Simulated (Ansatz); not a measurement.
Consider the ligand exchange at a P–N bond: `F/C=N/P` + `SC=[Se]` → `PSC=[Se]` + `N=CF`.

Isolated molecules relaxed with PBE0-D4/def2-TZVP in Ansatz; ΔE leaves out vibrations. CCSD(T)/CBS is the MP2 limit (def2-TZVPP, def2-QZVPP) plus CCSD(T) − MP2 in def2-TZVPP, frozen cores. This one scheme is used for every species. Functionals use def2-TZVPP. For Se outer-core shells are correlated without core-valence functions, which leaves a few kJ/mol of doubt a bond. Scalar relativity is left out up to krypton. One conformer a species, not always the lowest.

```
             level  ΔE (kcal/mol)
            B97M-V           -8.5
        r2SCANh-D4           -8.8
            r2SCAN           -8.7
SCS-MP2/def2-TZVPP           -7.3
```

What does CCSD(T)/CBS give? (Best estimate.)

The calculation gave: -8.7 kcal/mol. The listed levels differ from it by 0.2, -0.1, 0.0, 1.4 kcal/mol.

What do rigid-rotor, harmonic-oscillator terms from PBE0-D4/def2-TZVP frequencies (298.15 K, 1 bar) make of the CCSD(T)/CBS value? (Best estimate.)

Computed: ΔZPE = +1.2 kcal/mol, ΔH = -7.4 kcal/mol, ΔS = 1 J/(mol·K), ΔG = -7.4 kcal/mol.

Largest T1 diagnostic among the species: 0.017.

Leaving LDA and LC-ωPBE aside and taking each functional with its dispersion term where it has one, the values, not all of them listed here, spread over 3.2 kcal/mol, from revPBE-D4 to CAM-B3LYP-D4. LDA lies +0.8 kcal/mol from PBE without D4. In def2-TZVPP, CCSD(T) changes the Hartree–Fock value by −2.5 kcal/mol (the triples alone add −0.5 kcal/mol) and MP2 by −3.2 kcal/mol.
